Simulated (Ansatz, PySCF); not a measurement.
Energy difference R1 → P1 + P2, each structure at its B3LYP-D3(BJ)/def2-TZVP stationary point, reached from a drawn start (curvature not checked).
R1, CHCl3 (SMILES ClC(Cl)Cl) (charge 0, multiplicity 1):
```xyz
5

C     -0.0049    -0.0032     0.1073
Cl    -0.6500     1.5666    -0.4149
Cl     1.6983    -0.1852    -0.3609
Cl    -0.9893    -1.3420    -0.5187
H     -0.0542    -0.0360     1.1872
```
P1: CHCl2 (SMILES Cl[CH]Cl), charge 0, multiplicity 2.
P2: Cl atom, charge 0, multiplicity 2.

```
level                                  reaction energy (kcal/mol)  minus CCSD(T)/CBS(cc-pV(T+d)Z, cc-pV(Q+d)Z)  cost
-------------------------------------  --------------------------  -------------------------------------------  ----
HF/cc-pV(D+d)Z                                              39.90                                       -37.08     -
HF/cc-pV(T+d)Z                                              41.20                                       -35.78     -
HF/cc-pV(Q+d)Z                                              41.15                                       -35.84     -
SVWN5/def2-TZVPP                                            92.15                                        15.17  ×0.7
PBE/def2-TZVPP                                              75.74                                        -1.24    ×1
BLYP/def2-TZVPP                                             68.42                                        -8.57    ×1
revPBE/def2-TZVPP                                           70.28                                        -6.71    ×1
r2SCAN/def2-TZVPP                                           71.96                                        -5.02    ×2
B97M-V/def2-TZVPP                                           75.13                                        -1.86    ×3
B3LYP/def2-TZVPP                                            68.51                                        -8.48    ×1
PBE0/def2-TZVPP                                             72.95                                        -4.04    ×1
BHLYP/def2-TZVPP                                            64.81                                       -12.17    ×1
M06-2X/def2-TZVPP                                           76.34                                        -0.65     -
CAM-B3LYP/def2-TZVPP                                        69.70                                        -7.28    ×2
wB97X-V/def2-TZVPP                                          75.29                                        -1.69    ×2
wB97M-V/def2-TZVPP                                          77.06                                         0.08    ×3
B2PLYP/def2-TZVPP                                           71.78                                        -5.20    ×2
MP2/cc-pV(D+d)Z                                             73.83                                        -3.16     -
MP2/cc-pV(T+d)Z                                             80.08                                         3.09     -
MP2/cc-pV(Q+d)Z                                             82.62                                         5.64     -
MP2/CBS(cc-pV(T+d)Z, cc-pV(Q+d)Z)                           84.52                                         7.54     -
SCS-MP2/cc-pV(D+d)Z                                         71.42                                        -5.57     -
SCS-MP2/cc-pV(T+d)Z                                         77.26                                         0.27     -
SCS-MP2/cc-pV(Q+d)Z                                         79.82                                         2.83     -
CCSD/cc-pV(D+d)Z                                            65.26                                       -11.72     -
CCSD/cc-pV(T+d)Z                                            69.23                                        -7.75     -
CCSD/cc-pV(Q+d)Z                                            71.28                                        -5.71     -
CCSD(T)/cc-pV(D+d)Z                                         67.84                                        -9.15    ×2
CCSD(T)/cc-pV(T+d)Z                                         72.84                                        -4.14    ×8
CCSD(T)/cc-pV(Q+d)Z                                         75.22                                        -1.77  ×50*
CCSD(T)/CBS(cc-pV(T+d)Z, cc-pV(Q+d)Z)                       76.99                                         0.00  ×60*
```

 The comparison column counts from a level with limits of its own.

P less R. No zero-point or thermal terms; singlets are restricted closed shells; open shells are unrestricted; no spin–orbit coupling.

Correlated levels freeze the cores. CBS: X⁻³ extrapolation of the correlation energy, Hartree–Fock from the larger set.

Programs: Ansatz (a first-principles code); PySCF for M06-2X. Each number belongs to the level named beside it.

Costs are rough ratios of core time to PBE/def2-TZVPP (about 6 s over the structures, on one shared machine); a dash marks a level with no comparable run of its own. A star marks coupled-cluster runs past 200 virtual orbitals, where the program's memory plan changes under this machine's limit, so their costs aren't comparable with smaller runs.
